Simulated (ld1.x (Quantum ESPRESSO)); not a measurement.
## hafnium (Hf), PAW: configuration errors across variants

Hf (Z = 72), PAW, made with ld1.x (Quantum ESPRESSO) 7.5 (PBEsol, scalar-relativistic). Core [Kr] 4d10 4f14, reference 5s2 5p6 5d2 6s2 6p0. Waves: 5s (bound): rcut 1.45, rcutus 1.70 bohr; 6s (bound): rcut 1.45, rcutus 1.70 bohr; 5p (bound): rcut 1.75, rcutus 2.30 bohr; 6p (bound, empty): rcut 1.75, rcutus 2.30 bohr; 5d (bound): rcut 2.45, rcutus 2.60 bohr; 5d channel at 4.7 Ry: rcut 2.45, rcutus 2.60 bohr. Local part: all-electron potential smoothed inside 1.60 bohr (lloc = -1). Core correction: a·sin(br)/r model core, default radius (ld1.x builds one for every PAW set, though the input has nlcc=.false.). Augmentation charge: BESSEL, radius 1.60 bohr.

All-electron excitation energies from the reference (eV): (1) 5s2 5p6 5d2 6s1 6p0 8.008; (2) 5s2 5p6 5d2 6s0 6p0 22.171; (3) 5s2 5p6 5d1 6s0 6p0 43.945; (4) 5s2 5p5 5d2 6s2 6p0 41.057; (5) 5s2 5p6 5d3 6s0 6p0 10.006; (6) 5s2 5p6 5d3 6s1 6p0 2.595; (7) 5s2 5p6 5d2 6s1 6p1 3.863.

The overlap operator is not positive definite (basis up to 400 Ry) in “base”, “waves 5p (bound): rcut 1.50, rcutus 1.58 bohr; 6p (bound): rcut 1.50, rcutus 1.58 bohr”, “waves 5p (bound): rcut 1.70, rcutus 1.80 bohr; 6p (bound): rcut 1.70, rcutus 1.80 bohr”, “waves 5p (bound): rcut 1.75, rcutus 2.02 bohr; 6p (bound): rcut 1.75, rcutus 2.02 bohr”, “waves 5p (bound): rcut 1.75, rcutus 2.36 bohr; 6p (bound): rcut 1.75, rcutus 2.36 bohr”, “waves 5p (bound): rcut 1.75, rcutus 3.12 bohr; 6p (bound): rcut 1.75, rcutus 3.12 bohr”, “waves 5p (bound): rcut 1.75, rcutus 3.46 bohr; 6p (bound): rcut 1.75, rcutus 3.46 bohr”. Such files are unfit for use, however small their errors in these radial tests.

1 further variants failed, have other tests or too few solved ones, and are left out.

Errors AE − PS in meV (a dash: test not solved or not reliable):

| change | (1) | (2) | (3) | (4) | (5) | (6) | (7) | bound ghosts |
| --- | --- | --- | --- | --- | --- | --- | --- | --- |
| base | -2.4 | -3.7 | -46 | -161 | -17 | -7.9 | -1.9 | not determined (overlap not positive) |
| waves 5p (bound): rcut 1.50, rcutus 1.58 bohr; 6p (bound): rcut 1.50, rcutus 1.58 bohr | -2.2 | -1.9 | -49 | -209 | -13 | -7.0 | -1.0 | not determined (overlap not positive) |
| waves 5p (bound): rcut 1.70, rcutus 1.80 bohr; 6p (bound): rcut 1.70, rcutus 1.80 bohr | -2.2 | -2.7 | -47 | -208 | -15 | -7.3 | -1.0 | not determined (overlap not positive) |
| waves 5p (bound): rcut 1.75, rcutus 2.02 bohr; 6p (bound): rcut 1.75, rcutus 2.02 bohr | -2.3 | -3.9 | -51 | -199 | -16 | -7.5 | -1.4 | not determined (overlap not positive) |
| waves 5p (bound): rcut 1.75, rcutus 2.36 bohr; 6p (bound): rcut 1.75, rcutus 2.36 bohr | -2.3 | -3.4 | -42 | -150 | -17 | -8.0 | -1.9 | not determined (overlap not positive) |
| waves 5p (bound): rcut 1.75, rcutus 3.12 bohr; 6p (bound): rcut 1.75, rcutus 3.12 bohr | -4.6 | -6.4 | -74 | -399 | -11 | -6.9 | – | not determined (overlap not positive) |
| waves 5p (bound): rcut 1.75, rcutus 3.46 bohr; 6p (bound): rcut 1.75, rcutus 3.46 bohr | -6.6 | -8.2 | -72 | – | – | – | – | not determined (overlap not positive) |

**Question.** Give the same row for: waves 5p (bound): rcut 1.75, rcutus 2.94 bohr; 6p (bound): rcut 1.75, rcutus 2.94 bohr.

**Answer.** -3.5, -5.3, -69, -271, -11, -6.4, -9917; bound ghosts: not determined (overlap not positive). Its overlap operator is not positive definite in a basis up to 400 Ry (lowest eigenvalue s -4.50), so the file is unfit for use: the generalised eigenproblem breaks down once the basis is large enough, and its test numbers describe a broken file.
